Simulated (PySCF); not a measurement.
**Simulated characterisation data**

All values are calculated (PySCF): NMR shieldings at PBE0/pcSseg-1/GIAO, GFN2-xTB structure. Averaged over atoms made equivalent by symmetry, fast rotation or ring inversion, one conformer, no relativistic terms, no solvent model.

Referencing at the same level of theory: ¹H (31.72 ppm), ¹³C (186.93 ppm) vs TMS. Where no couplings were computed, multiplicities follow the n + 1 count of equivalent neighbours, and m marks all less simple cases (inequivalent or close neighbours, rings, F or P nearby). Shifts are as computed. Against solution values, carbons near 30 ppm lie about +3 ppm off and those near 130 ppm about +5 ppm. Of 1211 compounds with measured shifts, 218 miss one by over three times the rms of a fit or turn the order of signals round; such compounds aren't used in these exercises. OH and NH positions are gas-phase values without hydrogen bonding to other molecules.

**1.** `o1cccc1[SiH]1CC1`, C₆H₈OSi. ¹H NMR (400 MHz, computed): δ 7.83 (m, 1H), 6.87 (m, 1H), 6.78 (m, 1H), 3.70 (m, 1H), 0.85 (m, 2H), 0.71 (m, 2H). ¹³C{¹H} NMR (computed): δ 154.3, 153.8, 125.4, 117.5, -0.9.

**2.** `InChI=1S/C6H8OSi/c7-8-6-4-2-1-3-5-6/h1-5,7H,8H2`. ¹H NMR (400 MHz, computed): δ 7.75 (m, 2H), 7.70 (m, 2H), 7.69 (m, 1H), 5.51 (s, 2H), 1.25 (br s, 1H). ¹³C{¹H} NMR (computed): δ 141.1, 138.1, 135.7, 133.4.
